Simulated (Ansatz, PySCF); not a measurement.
Reaction (SMILES): [O-][Si](O)(O)[SiH3] -> O[Si](O)(O)[SiH2-]
Geometries: B3LYP-D3(BJ)/def2-TZVP minima from Ansatz (a program for electronic structure), one conformer each, not searched for the lowest. Frequencies are from Ansatz or PySCF.

Quantity: isomerisation energy (enthalpy at 298 K, with B3LYP-D3(BJ) rigid-rotor harmonic-oscillator terms), in kJ/mol. Valence correlation only, unless marked. Spin-orbit coupling is left out. No relativistic terms. Anions need diffuse functions: aug- sets have them; def2-D sets add few; the other sets have none. CBS(X,Y): correlation extrapolated as X^-3; Hartree-Fock from the larger set.

```tsv
level	program	isomerisation energy (kJ/mol)
PBE-QIDH/def2-TZVPD	Ansatz	46.6
MP2/6-31G*	Ansatz	70.8
MP2/aug-cc-pV(T+d)Z	Ansatz	55.0
MP2/aug-cc-pV(Q+d)Z	Ansatz	56.9
```

Question: What does CCSD(T)/CBS(aug-cc-pV(T+d)Z,aug-cc-pV(Q+d)Z) (Ansatz) give?

Answer: 47.5 kJ/mol
